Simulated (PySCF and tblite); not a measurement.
Results of a calculation; reference values are marked as such.
System: C₄H₁₅BN₂Si₂, numbered as in [SiH3:1][N:2]([SiH3:3])[BH:4][NH:5][CH:6]1[CH2:7][CH2:8][CH2:9]1.

For the rotation about the B4–N5 bond (torsion N2–B4–N5–C6 from -180° to -8°, rising): electronic barrier 15.31 kcal/mol, zero-point change -0.29 kcal/mol, thermal and entropy terms at 400 K a further 1.29 kcal/mol (symmetry numbers apart). The minimum is Cs, the saddle C1. Geometries: GFN2-xTB; energies: PBE/pcSseg-1 + D3(BJ); zero-point and thermal terms from GFN2-xTB harmonic modes (soft modes blended into free rotors). Rates follow Eyring's equation with the number of equivalent paths and no tunnelling. Run with tblite and PySCF.

Problem. How many equivalent paths lead out of the minimum?

Solution. 2: the symmetry number of the minimum is 1, that of the saddle displaced along its mode 1, and the displaced saddle is chiral while the minimum is not, which doubles the count.

Problem. Work out the rate at 400 K.

Solution. ΔG‡ = 16.31 kcal/mol; k_B T/h = 8.3×10¹² s⁻¹; exp(−ΔG‡/RT) = 1.2×10⁻⁹; times 2 gives k = 2×10⁴ s⁻¹. Wigner's tunnelling factor for the 94i cm⁻¹ mode would be 1.00.
